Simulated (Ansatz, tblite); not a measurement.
Removing and adding an electron: `c1cc2sc(-c3cc4sc(-c5cc6sc(-c7cc8sc(-c9cc%10sc(-c%11cc%12sccc%12s%11)cc%10s9)cc8s7)cc6s5)cc4s3)cc2s1`. Total charge 0; singlet. Geometry: PBE-D4/def2-SVP. Ansatz, gas phase; energy differences of separate SCF runs; the oxidised species was run as a doublet alone; the reduced species was run as a doublet alone.

Cartesian coordinates in Å:
```
C -4.063 -14.029 -9.623
C -4.756 -13.543 -8.530
C -4.121 -12.382 -8.003
S -4.431 -11.298 -6.677
C -3.006 -10.327 -7.076
C -2.666 -9.169 -6.285
C -1.501 -8.400 -6.350
C -1.526 -7.334 -5.421
S -0.432 -6.049 -4.994
C -1.549 -5.444 -3.762
C -1.209 -4.288 -2.973
C -1.975 -3.673 -1.977
C -1.310 -2.558 -1.420
S -1.690 -1.390 -0.185
C -0.138 -0.569 -0.419
C 0.199 0.587 0.370
C 1.361 1.365 0.304
C 1.335 2.422 1.241
S 2.421 3.715 1.671
C 1.299 4.311 2.904
C 1.626 5.466 3.699
C 0.862 6.045 4.718
C 1.504 7.171 5.279
S 1.114 8.307 6.540
C 2.640 9.171 6.294
C 2.946 10.318 7.112
C 2.203 10.856 8.162
C 2.838 11.991 8.728
S 2.471 13.095 10.024
C 3.948 13.980 9.737
C 4.701 13.467 8.697
C 4.065 12.330 8.123
S 4.438 11.229 6.827
C 3.404 8.597 5.276
C 2.760 7.472 4.708
S 3.148 6.335 3.448
C 0.139 3.532 2.968
C 0.166 2.474 2.033
S -0.920 1.182 1.606
C 0.629 -1.184 -1.415
C -0.036 -2.299 -1.972
S 0.343 -3.467 -3.207
C -2.716 -6.213 -3.697
C -2.696 -7.273 -4.633
S -3.792 -8.554 -5.066
C -2.325 -10.837 -8.183
C -2.956 -11.997 -8.698
S -2.646 -13.089 -10.020
H -4.308 -14.906 -10.234
H -5.671 -14.003 -8.136
H -0.673 -8.623 -7.034
H -2.970 -4.028 -1.681
H 2.179 1.163 -0.398
H -0.115 5.655 5.030
H 1.247 10.433 8.497
H 4.180 14.849 10.366
H 5.660 13.892 8.373
H 4.385 8.985 4.974
H -0.682 3.735 3.667
H 1.624 -0.829 -1.711
H -3.534 -6.005 -2.997
H -1.422 -10.372 -8.597
```

The xTB rows come from tblite. Single mean-field runs in def2-SVP are fitted with def2-universal-jkfit.

| level | −HOMO (eV) | vertical IE (eV) | −LUMO (eV) | vertical EA (eV) | HOMO–LUMO gap (eV) | IE − EA (eV) |
| --- | --- | --- | --- | --- | --- | --- |
| GFN1-xTB | 10.10 | 11.23 | 8.78 | 7.64 | 1.32 | 3.59 |
| GFN2-xTB | 9.73 | 10.81 | 8.43 | 7.36 | 1.30 | 3.45 |
| PBE-D4/def2-SVP | 4.37 | 5.50 | 3.01 | 1.98 | 1.36 | 3.52 |
| PBE0-D4/def2-SVP | 5.10 | 5.89 | 2.61 | 1.90 | 2.50 | 3.98 |

 Raw xTB energy differences between charge states are shifted by several eV; the methods need an empirical correction for them. Sets without diffuse functions give affinities that are too small.
